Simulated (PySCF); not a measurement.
Small edits and their spectra

Starting compound: SMILES CC/C(F)=C1\C=CC1, C₇H₉F.

1H NMR (400 MHz, computed): δ 6.50 (m, 1H), 6.41 (m, 1H), 3.15 (m, 2H), 2.37 (m, 2H), 1.24 (t, 3H). 13C{1H} NMR (computed): δ 159.7 (C), 143.0 (CH), 140.8 (CH), 123.7 (C), 36.3 (CH2), 28.2 (CH2), 15.0 (CH3).

- PBE0/pcSseg-1 with gauge-including orbitals
- structure optimised with GFN2-xTB
- code: PySCF 2.14
- a single conformation, relativity neglected, in vacuum, one averaged value for each set of equivalent atoms

Chemical shifts δ = σref − σ; TMS for 1H, 13C, all at this level. Splittings of carbon signals by F and P are missing where no couplings were computed. Where no couplings were computed, multiplicities follow the n + 1 count of equivalent neighbours, and m marks all less simple cases (inequivalent or close neighbours, rings, F or P nearby). Shifts are as computed. Against solution values, carbons near 30 ppm lie about +3 ppm off and those near 130 ppm about +5 ppm. Of 1309 compounds with measured shifts, 239 miss one by over three times the rms of a fit or turn the order of signals round; such compounds aren't used in these exercises.

Question: What are the spectra after this edit: CH2 inserted into a C-F bond, giving `CC/C(CF)=C1\C=CC1`?

Answer: 1H NMR (400 MHz, computed): δ 6.98 (m, 1H), 6.73 (d, 1H), 5.09 (m, 2H), 3.21 (m, 2H), 2.32 (q, 2H), 1.24 (t, 3H). 13C{1H} NMR (computed): δ 149.3 (CH), 148.5 (C), 143.5 (CH), 131.0 (C), 86.1 (CH2), 37.8 (CH2), 32.1 (CH2), 17.9 (CH3).

Question: What are the spectra after this edit: SiH2 inserted into a C-C bond, giving `CC/C(F)=C1\C=C[SiH2]C1`?

Answer: 1H NMR (400 MHz, computed): δ 7.33 (m, 1H), 6.14 (m, 1H), 4.78 (m, 2H), 2.57 (m, 2H), 1.80 (m, 2H), 1.23 (t, 3H). 13C{1H} NMR (computed): δ 175.5 (C), 155.8 (CH), 133.5 (CH), 129.9 (C), 28.9 (CH2), 16.8 (CH3), 7.0 (CH2).
